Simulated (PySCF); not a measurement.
Spectroscopy problems

How the numbers were obtained: GIAO PBE0/pcSseg-1 shieldings, coordinates at the PBE0-D3(BJ)/def2-SVP level, in PySCF (fast rotation and ring inversion assumed for equivalent nuclei, non-relativistic Hamiltonian, no solvent, one conformer).

Chemical shifts δ = σref − σ; $^{1}$H (31.27 ppm), $^{13}$C (184.41 ppm) vs TMS, all at this level. Where no couplings were computed, multiplicities follow the n + 1 count of equivalent neighbours, and m marks all less simple cases (inequivalent or close neighbours, rings, F or P nearby). Shifts are as computed. Against solution values, carbons near 30 ppm lie about +2 ppm off and those near 130 ppm about +5 ppm. Of 1211 compounds with measured shifts, 218 miss one by over three times the rms of a fit or turn the order of signals round; such compounds aren't used in these exercises. OH and NH positions are gas-phase values without hydrogen bonding to other molecules.

Task: C7H11N3. $^{1}$H NMR (500 MHz, computed): δ 10.27 (br s, 1H), 6.99 (m, 1H), 6.51 (m, 1H), 5.64 (m, 1H), 2.90 (sept, 1H), 1.23 (d, 6H). $^{13}$C{$^{1}$H} NMR (computed): δ 142.8 (C), 141.2 (C), 129.8 (CH), 123.0 (CH2), 25.0 (CH), 24.9 (CH3). Identify the compound.

Result: `C=Cc1nn[nH]c1C(C)C`. The formula gives 4 degrees of unsaturation (1 ring in the answer). 6 carbon signals for 7 carbons: some carbons are equivalent by symmetry or fast rotation. Carbon types of the structure: 2 × C, 2 × CH, 1 × CH2, 2 × CH3, leaving 1 H on heteroatoms. δC 142.8, 141.2: substituted aromatic carbon next to a ring nitrogen. δC 129.8: alkene CH; the olefinic region. δC 123.0: terminal =CH2 carbon; as expected for a trigonal carbon in a double bond. δH 10.27: hydrogen on a pyrrole-type ring nitrogen; exchangeable, gas-phase position.

This is the structure that produced the data.

Task: C7H9NSi. $^{1}$H NMR (600 MHz, computed): δ 6.76 (m, 2H), 6.48 (m, 2H), 5.13 (s, 2H), 2.00 (s, 3H). $^{13}$C{$^{1}$H} NMR (computed): δ 128.1 (CH), 117.8 (CH), 116.6 (C), 80.4 (C), 5.9 (CH3). What is it?

Result: SMILES CC#C[SiH2]n1cccc1. The formula gives 5 degrees of unsaturation (1 ring in the answer). 5 carbon signals for 7 carbons: some carbons are equivalent by symmetry or fast rotation. Carbon types of the structure: 2 × C, 4 × CH, 1 × CH3, leaving 2 H on heteroatoms. δC 128.1: aromatic CH next to a ring nitrogen. δC 117.8: aromatic CH. δC 116.6, 80.4: alkyne carbon. δH 6.76: hydrogen on an aromatic CH next to a ring nitrogen; aromatic region.

The data come from this structure; uniqueness wasn't tested.
